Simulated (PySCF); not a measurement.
hexafluorobutadiene (C4F6), SMILES FC(F)=C(F)C(F)=C(F)F.

Geometry: PBE-D3(BJ)/def2-SVP. Other conformers were not sampled.

Computed with PBE-D3(BJ)/def2-SVP (PySCF).

No scaling factor is applied to the harmonic values.

A small imaginary wavenumber (i) marks a very flat motion, where grid noise or a shallow saddle decides the sign.

```json
[
 {"mode": "1", "ν (cm⁻¹)": "20i", "IR (km/mol)": "0.1", "moving atoms (share of kinetic energy)": "F 96 %"},
 {"mode": "2", "ν (cm⁻¹)": "102", "IR (km/mol)": "0.0", "moving atoms (share of kinetic energy)": "F 88 %, C 12 %"},
 {"mode": "3", "ν (cm⁻¹)": "132", "IR (km/mol)": "0.6", "moving atoms (share of kinetic energy)": "F 90 %, C 10 %"},
 {"mode": "4", "ν (cm⁻¹)": "167", "IR (km/mol)": "0.0", "moving atoms (share of kinetic energy)": "F 98 %"},
 {"mode": "5", "ν (cm⁻¹)": "214", "IR (km/mol)": "0.0", "moving atoms (share of kinetic energy)": "F 90 %, C 10 %"},
 {"mode": "6", "ν (cm⁻¹)": "280", "IR (km/mol)": "3.6", "moving atoms (share of kinetic energy)": "F 91 %, C 9 %"},
 {"mode": "7", "ν (cm⁻¹)": "328", "IR (km/mol)": "1.5", "moving atoms (share of kinetic energy)": "C 63 %, F 37 %"},
 {"mode": "8", "ν (cm⁻¹)": "343", "IR (km/mol)": "0.0", "moving atoms (share of kinetic energy)": "F 95 %"},
 {"mode": "9", "ν (cm⁻¹)": "372", "IR (km/mol)": "0.0", "moving atoms (share of kinetic energy)": "F 84 %, C 16 %"},
 {"mode": "10", "ν (cm⁻¹)": "441", "IR (km/mol)": "0.0", "moving atoms (share of kinetic energy)": "C 85 %, F 15 %"},
 {"mode": "11", "ν (cm⁻¹)": "484", "IR (km/mol)": "2.7", "moving atoms (share of kinetic energy)": "F 86 %, C 14 %"},
 {"mode": "12", "ν (cm⁻¹)": "503", "IR (km/mol)": "0.2", "moving atoms (share of kinetic energy)": "C 91 %, F 9 %"},
 {"mode": "13", "ν (cm⁻¹)": "577", "IR (km/mol)": "0.0", "moving atoms (share of kinetic energy)": "F 83 %, C 17 %"},
 {"mode": "14", "ν (cm⁻¹)": "581", "IR (km/mol)": "0.0", "moving atoms (share of kinetic energy)": "C 97 %"},
 {"mode": "15", "ν (cm⁻¹)": "607", "IR (km/mol)": "2.6", "moving atoms (share of kinetic energy)": "F 75 %, C 25 %"},
 {"mode": "16", "ν (cm⁻¹)": "709", "IR (km/mol)": "0.0", "moving atoms (share of kinetic energy)": "F 89 %, C 11 %"},
 {"mode": "17", "ν (cm⁻¹)": "947", "IR (km/mol)": "270.7", "moving atoms (share of kinetic energy)": "F 52 %, C 48 %"},
 {"mode": "18", "ν (cm⁻¹)": "1179", "IR (km/mol)": "0.0", "moving atoms (share of kinetic energy)": "C 69 %, F 31 %"},
 {"mode": "19", "ν (cm⁻¹)": "1215", "IR (km/mol)": "260.1", "moving atoms (share of kinetic energy)": "C 65 %, F 35 %"},
 {"mode": "20", "ν (cm⁻¹)": "1320", "IR (km/mol)": "0.0", "moving atoms (share of kinetic energy)": "C 72 %, F 28 %"},
 {"mode": "21", "ν (cm⁻¹)": "1339", "IR (km/mol)": "414.8", "moving atoms (share of kinetic energy)": "C 74 %, F 26 %"},
 {"mode": "22", "ν (cm⁻¹)": "1422", "IR (km/mol)": "0.0", "moving atoms (share of kinetic energy)": "C 91 %, F 9 %"},
 {"mode": "23", "ν (cm⁻¹)": "1726", "IR (km/mol)": "368.7", "moving atoms (share of kinetic energy)": "C 96 %"},
 {"mode": "24", "ν (cm⁻¹)": "1773", "IR (km/mol)": "0.0", "moving atoms (share of kinetic energy)": "C 97 %"}
]
```
